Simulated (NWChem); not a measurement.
System: C3H4ClF; SMILES C/C=C(\F)Cl

Input file for NWChem:

```
start job
memory heap 200 mb stack 900 mb global 1100 mb
geometry units angstroms noautosym nocenter noautoz
  C     -0.335025     2.382772     0.000000
  C     -0.736345     0.935716     0.000000
  C      0.132128    -0.070009     0.000000
  F      1.459198     0.103562     0.000000
  Cl    -0.292649    -1.758601     0.000000
  H     -0.735180     2.898221    -0.882390
  H      0.751535     2.496354     0.000000
  H     -0.735180     2.898221     0.882390
  H     -1.791492     0.683490     0.000000
end
basis spherical
  * library 6-31g*
end
dft
  xc m05-2x
  iterations 150
end
cosmo
  do_cosmo_smd true
  solvent ethanol
end
task dft energy
```

Output (shortened):

```
             Northwest Computational Chemistry Package (NWChem) 7.3.0
             --------------------------------------------------------

                             Geometry "geometry" -> ""
                             -------------------------

 Output coordinates in angstroms (scale by  1.889725989 to convert to a.u.)

  No.       Tag          Charge          X              Y              Z
 ---- ---------------- ---------- -------------- -------------- --------------
    1 C                    6.0000    -0.33502500     2.38277200     0.00000000
    2 C                    6.0000    -0.73634500     0.93571600     0.00000000
    3 C                    6.0000     0.13212800    -0.07000900     0.00000000
    4 F                    9.0000     1.45919800     0.10356200     0.00000000
    5 Cl                  17.0000    -0.29264900    -1.75860100     0.00000000
    6 H                    1.0000    -0.73518000     2.89822100    -0.88239000
    7 H                    1.0000     0.75153500     2.49635400     0.00000000
    8 H                    1.0000    -0.73518000     2.89822100     0.88239000
    9 H                    1.0000    -1.79149200     0.68349000     0.00000000

 Effective nuclear repulsion energy (a.u.)     212.0639765498

                                 NWChem DFT Module
                                 -----------------

 Summary of "ao basis" -> "ao basis" (spherical)
 ------------------------------------------------------------------------------
       Tag                 Description            Shells   Functions and Types
 ---------------- ------------------------------  ------  ---------------------
 C                           6-31g*                  6       14   3s2p1d
 F                           6-31g*                  6       14   3s2p1d
 Cl                          6-31g*                  8       18   4s3p1d
 H                           6-31g*                  2        2   2s

 in cosmo_initialize ...
 calling solv_data for solv:ethanol

 solvent parameters
 solvname_short: ethanol
 solvname_long:  ethanol
 dielec:       24.8520
 dielecinf:     1.8526
 nonaqueous SMD model solvent descriptors
 dielec:       24.8520
 sola:          0.3700
 solb:          0.4800
 solc:          0.0000
 solg:         31.6200
 solh:          0.0000
 soln:          1.3611

[...]

                                COSMO-SMD solvation results
                                ---------------------------

             internal energy in gas <Psi(g)|H|Psi(g)> =      -676.671925261300
         internal energy in solvent <Psi(s)|H|Psi(s)> =      -676.671322391978
                               delta internal energy  =         0.000602869322 (    0.38 kcal/mol)
   total free energy in solvent <Psi(s)|H+V/2|Psi(s)> =      -676.675525132679
 polarization energy contribution <Psi(s)|V/2|Psi(s)> =        -0.004202740701 (   -2.64 kcal/mol)
    total free energy in solvent including G(SMD-CDS) =      -676.676089595462
                       G(SMD-CDS) energy contribution =        -0.000564462783 (   -0.35 kcal/mol)
     1 M fixed-concentration free energy of solvation =        -0.004164334163 (   -2.61 kcal/mol)

                       DFT Final Molecular Orbital Analysis
                       ------------------------------------

 Vector   22  Occ=2.000000D+00  E=-4.294322D-01
              MO Center= -1.3D-01, -1.2D+00,  7.6D-11, r^2= 2.5D+00
   Bfn.  Coefficient  Atom+Function         Bfn.  Coefficient  Atom+Function
  ----- ------------  ---------------      ----- ------------  ---------------
    65      0.636533  5 Cl pz                69      0.331228  5 Cl pz
    61     -0.247161  5 Cl pz                47     -0.215209  4 F  pz
    51     -0.167835  4 F  pz                33      0.164571  3 C  pz
     5     -0.095112  1 C  pz                37      0.095153  3 C  pz
    19      0.071873  2 C  pz                 9     -0.065126  1 C  pz

 Vector   23  Occ=2.000000D+00  E=-4.018281D-01
              MO Center= -2.7D-01, -1.5D+00,  3.3D-11, r^2= 2.1D+00
   Bfn.  Coefficient  Atom+Function         Bfn.  Coefficient  Atom+Function
  ----- ------------  ---------------      ----- ------------  ---------------
    63      0.681059  5 Cl px                67      0.354134  5 Cl px
    59     -0.262809  5 Cl px                64     -0.198052  5 Cl py
    18     -0.128378  2 C  py                 4      0.113314  1 C  py
    20      0.108515  2 C  s                 46      0.106858  4 F  py
    68     -0.107131  5 Cl py                50      0.081895  4 F  py

 Vector   24  Occ=2.000000D+00  E=-3.070908D-01
              MO Center= -2.7D-01,  2.5D-01, -1.4D-10, r^2= 2.9D+00
   Bfn.  Coefficient  Atom+Function         Bfn.  Coefficient  Atom+Function
  ----- ------------  ---------------      ----- ------------  ---------------
    19      0.364713  2 C  pz                33      0.355724  3 C  pz
    65     -0.340553  5 Cl pz                23      0.295563  2 C  pz
    37      0.221856  3 C  pz                69     -0.214765  5 Cl pz
    47     -0.195418  4 F  pz                51     -0.166103  4 F  pz
    61      0.129203  5 Cl pz                 5     -0.124375  1 C  pz

 Vector   25  Occ=0.000000D+00  E= 6.211732D-02
              MO Center= -3.1D-01,  4.6D-01,  1.1D-10, r^2= 2.4D+00
   Bfn.  Coefficient  Atom+Function         Bfn.  Coefficient  Atom+Function
  ----- ------------  ---------------      ----- ------------  ---------------
    23      0.633808  2 C  pz                37     -0.620178  3 C  pz
    33     -0.475407  3 C  pz                19      0.404679  2 C  pz
    76      0.210577  6 H  s                 80     -0.210577  8 H  s
    69      0.182290  5 Cl pz                51      0.181336  4 F  pz
    47      0.167296  4 F  pz                65      0.143087  5 Cl pz

[...]
```

Level: M05-2X/6-31G* (spherical d), SMD on the gas-phase geometry. All runs use the structure optimised with B3LYP/6-31G* (spherical d). Solvent: ethanol.
